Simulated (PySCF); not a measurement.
Al2(mu-Me)2(OH)4, C₂H₁₀Al₂O₄, singlet at its GFN2-xTB optimised geometry (Å):

```
18

Al     0.7783     0.0339     0.0000
Al    -1.7881     0.0339     0.0000
C     -0.6824     1.8113     0.0000
H      0.3239     1.9677     0.4310
H     -1.3509     2.4198     0.6183
H     -0.6692     2.2687    -0.9901
O      1.2921    -0.1205     1.5589
H      1.4961    -0.2875     2.4640
O      1.7881     0.4803    -1.2216
H      2.3180     0.6887    -1.9728
C     -0.3273    -1.6368    -0.6064
H     -1.3339    -1.9300    -0.2547
H      0.3405    -2.4198    -0.2316
H     -0.3401    -1.7300    -1.6930
O     -2.3031    -0.3538     1.5175
H     -2.5055    -0.5038     2.4259
O     -2.7974     0.0321    -1.3010
H     -3.3287     0.0930    -2.0772
```

Method: PBE0/def2-SVP run with PySCF 2.14.0. Cells within 0.4 Å of a nucleus heavier than hydrogen are left out (blank, or x).

Map of the log10 of the electron density (e/bohr³), floored at −4 on the plane z = 0.0 Å:

```
|0000000000000000000000000000000|
|0000000000000000000000000000000|
|0000000001122211100000000000000|
|0000000112333332211000000000000|
|0000000233444443322100000000000|
|0000001234556555443210000000000|
|0000012345677766554321000000000|
|0000012356778877665421100000000|
|000011235678xx88765432210000000|
|000112345678xxx8775433321000000|
|001123345678xx87765544432100000|
|0012344456778877665555443210000|
|0123445556677776665555544310000|
|0234455678777666678666554320000|
|123455679xx766668xx866554320000|
|12345567xxx766669xx966554320000|
|123455669x9766668xx865543210000|
|0234455567666666677655443210000|
|0123445555666777765554432100000|
|0112344455667777765543321100000|
|0011233456777777765433211000000|
|0001123456787777765432110000000|
|0000112356777778776432100000000|
|0000012345666677876432100000000|
|0000001234555567765431000000000|
|0000000123444455654321000000000|
|0000000012233344443210000000000|
|0000000000112223332100000000000|
|0000000000001111111000000000000|
|0000000000000000000000000000000|
|0000000000000000000000000000000|
```
Scale: ten equal steps from -4.00 (start of '0') to -0.027 (end of '9'), in the order '0123456789'; x runs from -4.50 to 4.50, y from -4.50 (bottom) to 4.50 (top).
